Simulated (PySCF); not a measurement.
NICS in isomers of C7H12N2O.

NICS is the negative of the GIAO shielding at a point without a nucleus: at the ring centre (0) and 1 Å above and below it (1); zz is the component along the ring normal. Level: GIAO PBE0/pcSseg-1 (PySCF, non-relativistic, gas phase) on the GFN2-xTB geometries, one conformer each. Atom numbers follow the mapped SMILES.

Problem. Order these rings by mean NICS(1)zz, lowest (most negative) first (ppm).
A. ring C2–N3–N4–C5–O10 in `[CH3:1][c:2]1[n:3][n:4][c:5]([C:6]([CH3:7])([CH3:8])[CH3:9])[o:10]1`
B. ring C3–C4–C5–N6–N7 in `[CH3:1][O:2][c:3]1[cH:4][cH:5][n:6][n:7]1[CH:8]([CH3:9])[CH3:10]`
C. ring C3–N4–N5–C7–C8 in `[CH2:1]=[CH:2][C:3]1=[N:4][N:5]([CH3:6])[CH2:7][C@@H:8]1[O:9][CH3:10]`

Solution. B (-26.5), A (-24.1), C (-3.1).

```tsv
SMILES	ring	NICS(0)	NICS(1)	NICS(1)zz	HOMA	rms pucker (Å)	ring atoms with four or more neighbours
COc1ccnn1C(C)C	5-membered ring with 2 N; formal bonds all aromatic	-13.5	-10.9	-26.5	0.95	0.00	0
Cc1nnc(C(C)(C)C)o1	5-membered ring with 2 N and O; formal bonds all aromatic	-9.0	-9.9	-24.1	0.37	0.00	0
C=CC1=NN(C)C[C@@H]1OC	5-membered ring with 2 N; formal bonds 1 double, 4 single	-3.0	-3.6	-3.1	–	0.04	2
```

NICS(0) gives the same order. The isotropic NICS(1) gives the same order. HOMA uses Krygowski's 1993 parameters; it is left out where a ring has a four-coordinate atom, a triple bond, no multiple bond or a kind of bond without parameters. NICS(1) and NICS(1)zz are means over the two faces.
